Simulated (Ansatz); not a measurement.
Species: sum formula SiN2H5F2 (charge +1, singlet). It need not be the lowest isomer of its formula. 
Coordinates optimised at B3LYP-D3(BJ)/def2-TZVP (Ansatz, an electronic-structure program):
SMILES: N[Si]([NH3+])(F)F
```xyz
10

Si     0.1389    -0.1267     0.0198
F      0.3685    -0.4907    -1.4832
F     -0.6232    -1.2143     0.8447
N     -1.2631     1.1053    -0.1946
N      1.4285     0.5637     0.7837
H     -1.5981     1.4630     0.7038
H     -0.9782     1.9153    -0.7514
H      1.6008     0.4577     1.7735
H      2.2337     0.9194     0.2880
H     -2.0665     0.6813    -0.6686
```
Charge +1, spin multiplicity 1.

Basis-set convergence of Hartree-Fock and CCSD correlation energies (hartree) with Ansatz. Cores are frozen in the correlated levels unless marked. No spin-orbit coupling. Non-relativistic.

| basis | functions | E(HF) | E(corr, CCSD) |
|---|---|---|---|
| cc-pV(D+d)Z | 104 | -599.60500 | -0.83833 |
| cc-pV(T+d)Z | 229 | [?] | [?] |

Question: Some entries are withheld; supply them.

Answer: 
- cc-pV(T+d)Z, E(HF): -599.75308
- cc-pV(T+d)Z, E(corr, CCSD): -1.06173
